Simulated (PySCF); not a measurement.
In(All)(Me)2, SMILES C=C[CH2][In]([CH3])[CH3] at its GFN2-xTB optimised geometry (Å):

```
17

In     0.9337     0.0293     0.0000
C     -0.1911     2.0334     0.0000
C     -1.5901     1.7854    -0.3519
C     -2.5710     1.5891     0.5246
H      0.3209     2.6769    -0.7165
H     -0.0783     2.4330     1.0092
H     -1.8132     1.7406    -1.4142
H     -2.3902     1.6324     1.5883
H     -3.5849     1.4017     0.2139
C     -0.2620    -1.8747     0.0123
H     -1.1854    -1.7240     0.5682
H      0.3132    -2.6769     0.4719
H     -0.5107    -2.1580    -1.0097
C      3.1972     0.0293     0.0000
H      3.5559    -0.6239     0.7944
H      3.5849     1.0346     0.1588
H      3.5649    -0.3477    -0.9536
```

Level of theory: PBE0/def2-SVP, def2 effective core potentials past Kr in PySCF. The core electrons that the potentials of In replace are not part of the density. Cells within 0.4 Å of a nucleus heavier than hydrogen are left out (blank, or x).

Map of the electron localisation function on the plane z = 0.8 Å:

```
|000000000000000000000000000|
|000000000000000000000000000|
|000000000000000000000000000|
|000000000000000000000000000|
|000000000000000000000000000|
|000000011000120000000000000|
|000000343101785100000000000|
|000001355103999300000000000|
|000124566303999300001420000|
|000588723402787200007983000|
|0008998x2510465321029995000|
|000699756510242122238983000|
|000144346400121222545530000|
|000000123100122422668861000|
|000000000000221222479996000|
|000000000486453222269997100|
|000000006999765311029995000|
|000000008999756200003640000|
|000000006998599810000000000|
|000000001442699960000000000|
|000000000000699970000000000|
|000000000000289820000000000|
|000000000000012000000000000|
|000000000000000000000000000|
|000000000000000000000000000|
|000000000000000000000000000|
|000000000000000000000000000|
```
Scale: ten equal steps from 0.000 (start of '0') to 0.998 (end of '9'), in the order '0123456789'; x runs from -6.00 to 6.00, y from -6.00 (bottom) to 6.00 (top).
